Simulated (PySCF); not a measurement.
Question: Write Cartesian coordinates for `CCC(F)(F)CC` ((CH3CH2)2CF2) as optimised with GFN2-xTB.

Answer: 
```xyz
17
C5H10F2 angstrom
C     -2.372   -0.287   -0.217
C     -0.913   -0.579    0.121
C     -0.107    0.704    0.303
F     -0.741    1.520    1.204
F     -0.117    1.419   -0.865
C      1.336    0.520    0.768
C      2.168   -0.328   -0.186
H     -2.435    0.295   -1.133
H     -2.916   -1.217   -0.354
H     -2.839    0.279    0.585
H     -0.846   -1.153    1.046
H     -0.453   -1.151   -0.686
H      1.772    1.518    0.851
H      1.312    0.076    1.764
H      2.089    0.058   -1.199
H      1.841   -1.365   -0.176
H      3.213   -0.298    0.113
```

Orientation and origin are arbitrary. Atoms count from 1 in this order. Of the pairs four or more bonds apart, F4···H10 is among the closest relative to their van der Waals radii: 2.52 Å, 94 % of the sum of Bondi's values.

Bonds between heavy atoms (Å): C1–C2 1.526, C2–C3 1.526, C3–F4 1.372, C3–F5 1.369, C3–C6 1.528, C6–C7 1.523.

The geometry is computed with GFN2-xTB (gas phase).

Point group: C1 (no symmetry element, even within 0.4 Å). Whether it is a minimum is left open (no frequencies). One conformer, not necessarily the lowest (C1–C2–C3–F4 52°, C2–C3–C6–C7 59°).
